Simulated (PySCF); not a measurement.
Compound: C₇H₁₂F (charge +1).
Cartesian coordinates in Å at the GFN2-xTB level; atoms count from 1:
```xyz
20
C7H12F angstrom
C     -0.643    2.291    0.150
C     -0.960    0.884   -0.008
C     -0.074   -0.127   -0.333
C      1.391    0.136   -0.575
C      2.179    0.056    0.736
C     -0.521   -1.453   -0.384
C     -1.845   -2.025   -0.170
F      0.383   -2.359   -0.663
H     -1.195    2.864   -0.604
H     -1.056    2.652    1.097
H      0.413    2.527    0.085
H     -2.002    0.632    0.147
H      1.788   -0.602   -1.273
H      1.524    1.117   -1.028
H      1.803    0.769    1.466
H      2.117   -0.942    1.164
H      3.224    0.276    0.544
H     -1.795   -2.727    0.670
H     -2.632   -1.302    0.007
H     -2.101   -2.654   -1.030
```

Computed geometry: GFN2-xTB, gas phase.

Take the most abundant isotopes and a rigid rotor. The values belong to one conformer with, in the numbering `[CH3:1][CH+:2]/[C:3]([CH2:4][CH3:5])=[C:6](\[CH3:7])[F:8]`, C1–C2–C3–C4 0°, C2–C3–C4–C5 88°.

Give the principal moments of inertia and the rotational constants in cm⁻¹.

Ia = 205.92, Ib = 311.39, Ic = 472.42 u·Å²; 505379 MHz·u·Å²/I gives 2454, 1623 and 1070 MHz, that is A = 0.08187, B = 0.05414, C = 0.03568 cm⁻¹.

Classify the top.

An asymmetric top. Ray's parameter κ = (2B − A − C)/(A − C) = -0.201; −1 is the prolate and +1 the oblate limit.

What does the inertial defect say?

Not planar: Δ = Ic − Ia − Ib = -44.88 u·Å². For a rigid frame Δ = −2 Σ m c², so Σ m c² = 22.44 u·Å² lies off the ab plane: 9.90 from hydrogen and 12.54 from heavier atoms. The atom farthest from that plane is 1.32 Å away.

Give the other two planar moments, Paa and Pbb, and the rms extents of the mass along the axes.

Paa = Σ m a² = (Ib + Ic − Ia)/2 = 288.95 and Pbb = Σ m b² = (Ia + Ic − Ib)/2 = 183.48 u·Å². With the mass M = 115.09 u, the rms extents √(P/M) along a, b and c are 1.58, 1.26, 0.44 Å.

Estimate the classical rotational partition function at 10 K, 100 K and 200 K.

Point group C1, symmetry number σ = 1; q = (√π/σ)·√((kT/h)³/(ABC)), k/h = 20836.6 MHz/K: 2580 at 10 K, 81700 at 100 K, 231000 at 200 K.

No frequency check. No vibrational averaging or centrifugal distortion is included, and the geometry carries the error of its method.
